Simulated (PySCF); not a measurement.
CH9BO3Si2 (SMILES COB(O[SiH3])O[SiH3]), singlet, geometry from GFN2-xTB, atoms displaced at random by about 0.03 Å a coordinate; R2SCAN/STO-3G, gradient run with PySCF.

Here is a job for PySCF.
```python
from pyscf import gto, scf, dft

mol = gto.Mole()
mol.atom = '''
    B     0.10504957   -0.03492235    0.11944706
    O     1.10608303    0.77756899    0.35048475
    C     1.26170198    2.11135691   -0.15827657
    H     0.35498953    2.57040005   -0.13175524
    H     1.95111296    2.64672275    0.37558804
    H     1.65463411    1.93981328   -1.16482230
    O     0.09709179   -1.21828047    0.66089098
    Si    0.92202975   -2.12120695    1.78598149
    H     2.32674140   -2.34601394    1.23587514
    H     0.12377036   -3.39852362    1.67023077
    H     0.97243835   -1.52902646    2.95581339
    O    -0.87511207    0.20545756   -0.77229716
    Si   -1.87539293    1.11614656   -1.80583188
    H    -0.91924570    1.91002310   -2.73683627
    H    -2.65466742    1.99460586   -0.92531934
    H    -2.54381726    0.13818879   -2.49313156
'''
mol.basis = 'sto-3g'
mol.verbose = 3
mol.build()

mf = dft.RKS(mol)
mf.xc = 'r2scan'
mf.conv_tol = 1e-4
mf.kernel()
g = mf.nuc_grad_method()
grad = g.kernel()
```

### Question
Predict the main parts of the log of this PySCF run.

### Answer

```
converged SCF energy = -862.360070837775
--------------- RKS gradients ---------------
         x                y                z
0 B     0.0585146399    -0.0182366165     0.0547384235
1 O    -0.0823929190    -0.0317608792    -0.0541351981
2 C    -0.0113107826     0.0936954453     0.0460459981
3 H     0.0742675059    -0.0495286664     0.0094774087
4 H    -0.0537834994    -0.0378120461    -0.0464407192
5 H     0.0013371672    -0.0193168641     0.0167675559
6 O     0.0111651654     0.0563529089    -0.0277226402
7 Si    -0.0126443281     0.0611024395     0.1144825337
8 H     0.0258366545    -0.0014838167    -0.0167469635
9 H    -0.0187596080    -0.0181396493    -0.0154216155
10 H    -0.0013812902    -0.0350705565    -0.0839165658
11 O     0.0328627428    -0.0097730804     0.0230541125
12 Si    -0.0902283115    -0.0290083045    -0.0410573642
13 H     0.0308803611     0.0152021058    -0.0190315933
14 H     0.0034188454     0.0023722333     0.0120173600
15 H     0.0319337923     0.0248770157     0.0271105520
----------------------------------------------
```
